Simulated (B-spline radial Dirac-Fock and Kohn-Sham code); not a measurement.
Compton profile of Tb¹³⁺

System: terbium as Tb¹³⁺ in the configuration [Kr] 4d10 4f4 5s2.

These are calculated numbers from a radial finite-basis atomic code; the model is the impulse approximation on relativistic Hartree-Fock (Dirac-Fock) wave functions, averaged over the configuration. pz is in atomic units of momentum; subshell profiles are per electron, for a selection of subshells; open shells are spread over both j values by their weights.

```
  pz  J total  J 1s1/2   J 4f5/2   J 4f7/2   J 5s1/2
0.87    4.046   0.0120    0.0866    0.0871     0.211
 1.2    3.815   0.0120    0.0866    0.0871     0.127
 1.6    3.584   0.0120    0.0864    0.0869    0.0663
 2.2    3.306   0.0119    0.0851    0.0856    0.0438
   3    2.869   0.0119    0.0794    0.0797    0.0394
 4.1    2.156   0.0118    0.0633    0.0633    0.0157
 5.5    1.465   0.0117    0.0396    0.0394   0.00510
 7.5   0.9567   0.0115    0.0172    0.0169   0.00419
  10   0.6392   0.0112   0.00559   0.00546   0.00132
  14   0.3588   0.0106  0.000963  0.000930  0.000423
  19   0.1887  0.00958  0.000131  0.000124  0.000296
  26  0.08814  0.00800  1.19e-05  1.10e-05  6.17e-05
  35  0.03960  0.00603    < 1e-6    < 1e-6  1.35e-05
```

**Question.** What is the peak value J(0), and which subshell contributes most to it?

**Answer.** J(0) = 4.463. The 5s1/2 subshell gives the largest part, 17 %.

Mean momentum ⟨p⟩ by subshell (a.u.): 1s1/2 64.0, 2s1/2 22.8, 2p1/2 30.3, 2p3/2 27.7, 3s1/2 11.5, 3p1/2 13.7, 3p3/2 12.9, 3d3/2 15.5, 3d5/2 15.2, 4s1/2 5.91, 4p1/2 6.60, 4p3/2 6.29, 4d3/2 6.89, 4d5/2 6.78, 4f5/2 6.90, 4f7/2 6.85, 5s1/2 3.05.
